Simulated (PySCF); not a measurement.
CH₂BNO₂, SMILES `B(C#N)(O)O` (O–B–O–H torsion -180°, O–B–O–H torsion -180°), neutral singlet in the gas phase. 

Cartesian coordinates (Å):
```xyz
7

N      0.0196     2.3144    -0.3201
C      0.0100     1.1768    -0.1430
B     -0.0031    -0.3664     0.0967
O     -1.1687    -1.0286     0.2693
O      1.1509    -1.0689     0.1361
H     -1.9574    -0.4797     0.2317
H      1.9488    -0.5476     0.0075
```
Charge 0, spin multiplicity 1.

All levels are single points at this geometry (B3LYP-D3(BJ)/def2-TZVP); Pople sets use spherical d functions. Orbital energies aren't observables, and empty levels follow the basis.

| level | HOMO (eV) | LUMO (eV) | gap (eV) | dipole (D) | vertical IE, Delta-SCF (eV) |
|---|---|---|---|---|---|
| B3LYP-D3(BJ)/def2-TZVP in PySCF | -9.91 | -1.53 | 8.38 | 0.91 | 12.43 |
| BP86/6-31G* in PySCF | -8.09 | -1.90 | 6.19 | 0.91 | – |
| M06-2X/6-31G* in PySCF | -11.34 | 0.17 | 11.50 | 0.63 | – |
| SVWN5/6-31G* in PySCF | -8.14 | -2.04 | 6.10 | 0.88 | – |
| HF/3-21G in PySCF | -13.50 | 3.05 | 16.55 | 0.31 | – |
| HF/STO-3G in PySCF | -10.92 | 6.78 | 17.70 | 0.69 | – |
